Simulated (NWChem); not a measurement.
# Lowest excitation of H6B2

```xyz
8

B      0.0000     0.0000    -0.8885
B      0.0000     0.0000     0.8885
H      0.0000     0.9883     0.0000
H      1.0494     0.0000    -1.4735
H     -1.0494     0.0000    -1.4735
H      0.0000    -0.9883     0.0000
H      1.0494     0.0000     1.4735
H     -1.0494     0.0000     1.4735
```
Charge 0, spin multiplicity 1.

All runs are NWChem calculations. Structure: optimised with B3LYP/def2-SVP, a minimum by its harmonic frequencies.

Basis set: def2-SVPD.

The correlated methods keep 2 core orbitals frozen. B3LYP has NWChem's definition, with VWN1-RPA local correlation. The structure started from a generated list of species. No row is a measurement; the coupled-cluster row has its own basis-set and correlation limits.

**Question.** One of these methods gave a lowest vertical singlet excitation energy of 6.46 eV. Which?
A) CIS
B) TD-PBE
C) TD-B3LYP
D) EOM-CCSD

**Answer.** C, TD-B3LYP. The others give 7.19 (EOM-CCSD), 5.90 (TD-PBE), 8.15 (CIS).
